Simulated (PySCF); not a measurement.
System: CH₄FSi, net charge 0, doublet state. It need not be the lowest isomer of its formula. SMILES: [CH2][SiH2]F
Geometry from a B3LYP-D3(BJ)/def2-TZVP (Ansatz) optimisation:
```xyz
7

C      1.5314     0.3493     0.1484
Si    -0.3005     0.3165     0.1960
F     -0.8377    -0.9993    -0.5586
H      2.1371    -0.5331     0.3238
H      2.0945     1.2586    -0.0293
H     -0.8135     0.2375     1.5832
H     -0.8599     1.5032    -0.4853
```
Charge 0, spin multiplicity 2.

Dispersion corrections to the total energy (kcal/mol) from the dftd3 and dftd4 libraries through PySCF: D3(BJ) without and D4 with the three-body term, each with the damping fitted for the functional named.

| functional | D3(BJ) | D4 |
|---|---|---|
| PW6B95 | -1.20 | (withheld) |
| B2GP-PLYP | (withheld) | -0.91 |
| HF | (withheld) | -8.47 |
| TPSSh | -2.73 | -2.72 |
| LC-wPBE | -2.22 | -2.48 |
| revPBE | -6.06 | -7.28 |
| r2SCAN | -0.62 | -0.52 |

**Question.** Complete the blanks.

**Answer.** 
- PW6B95, D4: -2.05
- B2GP-PLYP, D3(BJ): -1.71
- HF, D3(BJ): -21.31
